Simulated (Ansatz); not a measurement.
`[NH2][Al]([OH])[SH]` + HBr → `[NH2][Al]([OH])[Br]` + H₂S  (ligand exchange at the Al–S bond)

Computed with Ansatz on PBE0-D4/def2-TZVP structures; ΔE is electronic, products minus reactants. CCSD(T)/CBS is the MP2 limit (def2-TZVPP, def2-QZVPP) plus CCSD(T) − MP2 in def2-TZVPP, frozen cores. This one scheme is used for every species. Functionals use def2-TZVPP. For Br outer-core shells are correlated without core-valence functions, which leaves a few kJ/mol of doubt a bond. Scalar relativity is left out up to krypton. One conformer a species, not always the lowest.

CCSD(T)/CBS gives -52.2 kJ/mol.

(1) Another level gave -51.1 kJ/mol. Which?
A. HF/def2-TZVPP
B. r2SCANh-D4/def2-TZVPP
C. BHLYP-D4/def2-TZVPP
D. LDA (SPW92)/def2-TZVPP

Largest T1 diagnostic among the species: 0.011.

Results:

(1) B. r2SCANh-D4 -51.1, LDA (SPW92) -43.9, BHLYP-D4 -55.4, HF/def2-TZVPP -62.4 kJ/mol.

From BLYP to BHLYP (50 % exact exchange), in def2-TZVPP and without D4, ΔE moves by −6.8 kJ/mol. In def2-TZVPP, CCSD(T) changes the Hartree–Fock value by +11.2 kJ/mol (the triples alone add +1.8 kJ/mol) and MP2 by +9.6 kJ/mol.
